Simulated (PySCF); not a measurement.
C2H4BFO2.

```xyz
10

C      0.0799    -1.9722     0.0000
O     -0.8489    -0.8944     0.0000
B     -0.5528     0.4055     0.0000
F     -1.5662     1.2750     0.0000
C      0.9263     1.0741     0.0000
O      1.9686     0.4541     0.0000
H      1.1167    -1.6124     0.0000
H     -0.1045    -2.5881     0.8929
H     -0.1045    -2.5881    -0.8929
H      0.9573     2.1973     0.0000
```
Charge 0, spin multiplicity 1.

Geometry optimised at ωB97X-D3(BJ)/def2-SVP. The structure was generated by enumeration, and PubChem lists no compound with its InChIKey, so it may never have been made. Other conformers were not sampled.

Level of theory: KT2/pcSseg-1 run with PySCF. Non-relativistic, no solvent.

Question: Give the absolute GIAO shielding of each atom: isotropic value and principal components (ppm). (An estimate is asked for; the answer gives what the named calculation found.)

Answer: 
| atom | σ(iso) | σ11 | σ22 | σ33 | span |
|---|---|---|---|---|---|
| C1 | 127.6 | 94.6 | 105.9 | 182.4 | 87.8 |
| O2 | 205.5 | 58.4 | 236.7 | 321.4 | 263.0 |
| B3 | 91.2 | 69.8 | 91.5 | 112.2 | 42.4 |
| F4 | 256.6 | 75.5 | 316.1 | 378.2 | 302.7 |
| C5 | -34.5 | -115.3 | -73.7 | 85.4 | 200.8 |
| O6 | -521.6 | -1434.5 | -511.0 | 380.6 | 1815.1 |
| H7 | 25.4 | 20.0 | 25.8 | 30.6 | 10.6 |
| H8 | 27.5 | 24.0 | 25.7 | 32.8 | 8.8 |
| H9 | 27.5 | 24.0 | 25.7 | 32.8 | 8.8 |
| H10 | 20.3 | 17.2 | 20.1 | 23.7 | 6.5 |
